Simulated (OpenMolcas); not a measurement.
# Tm2+: effect of the metal basis

Tm2+ with 6 ligands (water) in octahedral coordination (Th) at 2.39 Å.

- Program: OpenMolcas 26.06
- Method: SS-CASPT2, IPEA 0.25 Eh, imaginary shift 0.1 Eh (closed shells correlated: 5s 5p and the ligand valence shells)
- Spin-orbit coupling: RASSI with atomic mean-field integrals over the reference wave functions

Fixed: ligand basis ANO-RCC-VDZP, active space 13 electrons in 7 orbitals (4f), DKH2 Hamiltonian.

States (labels of O, taken over from Oh, the nearest higher group). Energies in cm-1 above the lowest state or level, χT in cm3 K/mol; under a threefold ground state the first gap can be a small split of the lowest multiplet, not the spin-orbit step.

| Run | Metal basis | Ground state | First state of that spin | First gap with spin-orbit (degeneracies) | Width of lowest J | χT at 300 K | Cost |
| --- | --- | --- | --- | --- | --- | --- | --- |
| A | ANO-RCC-VDZP | 2T1 | 2T2 310 | 190 (2, 4) | 396 | 2.450 | roughly 40 core-seconds |
| B | ANO-RCC-VTZP | 2T1 | 2T2 450 | 280 (2, 4) | 567 | 2.337 | roughly 2.4 core-minutes |

Against A, the width of the lowest J multiplet changes by +43.2 % in B.

Costs are those of the CASPT2 steps.

Roots that are degenerate in the reference are averaged as groups; the widest CASPT2 spread within a group is 27 cm-1 (the 3-fold group of multiplicity 2 near 306 cm-1 above the lowest state of its run, A). Shifts and gaps below about the spread of the groups concerned are not significant. Over all roots computed the reference weight is 0.66 in A, 0.65 in B; a low but even weight reflects the number of correlated electrons. Splittings of an f shell from a small cluster at a set distance can be off by tens of per cent, mostly too small. No measured value stands beside these numbers; the geometry is a model, was not optimised and need not be the one that this ion takes.
